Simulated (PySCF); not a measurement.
These are B3LYP-D3(BJ)/def2-TZVP // PBE0-D3(BJ)/def2-TZVP (PySCF 2.14.0) values and carry that method's errors. All species are isolated molecules in the gas phase. B3LYP has the VWN-RPA correlation part, as in Gaussian. 

Reference species (SMILES): `[F][Al][F]` (neutral, multiplicity 2).

dipole moment: 1.87 D

Changed species: `[AlH][F]` (radical fragment; the reference has radical fragment).

Task: Predict the effect on the dipole moment.

Result: the dipole moment decreases by 0.26 D, to 1.61 D.
